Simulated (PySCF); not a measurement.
SMILES C=C(/C=C(\F)CCl)OC, C6H8ClFO

Molfile (atoms numbered from 1):
```
C6H8ClFO
     RDKit          3D

 17 16  0  0  0  0  0  0  0  0999 V2000
   -1.3561    0.6452    1.5369 C   0  0  0  0  0  0  0  0  0  0  0  0
   -0.6978    0.1877    0.4662 C   0  0  0  0  0  0  0  0  0  0  0  0
    0.7604    0.1417    0.4656 C   0  0  0  0  0  0  0  0  0  0  0  0
    1.5547   -0.2657   -0.5200 C   0  0  0  0  0  0  0  0  0  0  0  0
    1.0805   -0.7207   -1.6991 F   0  0  0  0  0  0  0  0  0  0  0  0
    3.0535   -0.3006   -0.5391 C   0  0  0  0  0  0  0  0  0  0  0  0
    3.7801    0.2905    0.9630 Cl  0  0  0  0  0  0  0  0  0  0  0  0
   -1.2618   -0.2562   -0.6867 O   0  0  0  0  0  0  0  0  0  0  0  0
   -2.6617   -0.2204   -0.7919 C   0  0  0  0  0  0  0  0  0  0  0  0
   -0.8147    0.9744    2.4030 H   0  0  0  0  0  0  0  0  0  0  0  0
   -2.4265    0.7066    1.5886 H   0  0  0  0  0  0  0  0  0  0  0  0
    1.2312    0.4864    1.3718 H   0  0  0  0  0  0  0  0  0  0  0  0
    3.4257    0.3240   -1.3564 H   0  0  0  0  0  0  0  0  0  0  0  0
    3.3986   -1.3267   -0.6943 H   0  0  0  0  0  0  0  0  0  0  0  0
   -2.8943   -0.6082   -1.7820 H   0  0  0  0  0  0  0  0  0  0  0  0
   -3.1374   -0.8489   -0.0317 H   0  0  0  0  0  0  0  0  0  0  0  0
   -3.0413    0.8030   -0.7039 H   0  0  0  0  0  0  0  0  0  0  0  0
  1  2  2  0
  2  3  1  0
  3  4  2  0
  4  5  1  0
  4  6  1  0
  6  7  1  0
  2  8  1  0
  8  9  1  0
  1 10  1  0
  1 11  1  0
  3 12  1  0
  6 13  1  0
  6 14  1  0
  9 15  1  0
  9 16  1  0
  9 17  1  0
M  END
```

Method: GIAO KT3/pcSseg-1 magnetisability, rotational g tensor and spin-rotation constants, non-relativistic, gas phase in PySCF 2.14.0. Geometry: GFN2-xTB.

Give the nuclear spin-rotation constants along the inertial axes (H = +C I·J) beside the isotropic shieldings.

Rotational constants 2.8673, 0.6676, 0.5453 GHz. A star marks the isotopologue with that one atom substituted, in its own axes.
```
atom  isotope  Caa (kHz)  Cbb (kHz)  Ccc (kHz)  mean (kHz)  σ (ppm)
  F5      19F      4.673      1.065      0.216       1.985    262.1
 Cl7     35Cl      0.437      0.066      0.139       0.214    862.8
 H10       1H     -0.119      0.013     -0.068      -0.058     27.7
 H11       1H      0.199     -0.064     -0.068       0.022     28.0
 H12       1H     -0.123      0.028     -0.066      -0.054     26.1
 H13       1H     -0.236     -0.046     -0.002      -0.095     27.6
 H14       1H     -0.233     -0.046     -0.003      -0.094     27.6
 H15       1H     -0.257      0.030     -0.056      -0.094     27.7
 H16       1H     -0.236     -0.043     -0.004      -0.094     28.1
 H17       1H     -0.250     -0.044     -0.001      -0.098     28.1
  C1     13C*      0.902      0.182      0.070       0.385    105.2
  C2     13C*      1.395      0.238      0.120       0.584     29.3
  C3     13C*      0.961      0.226      0.083       0.423     82.8
  C4     13C*      1.245      0.237      0.147       0.543     29.9
  C6     13C*      0.521      0.117      0.112       0.250    137.8
  O8     17O*     -0.750     -0.090     -0.039      -0.293    207.2
  C9     13C*      0.415      0.158      0.118       0.230    129.9
```
For the geometry as given, no vibrational averaging.
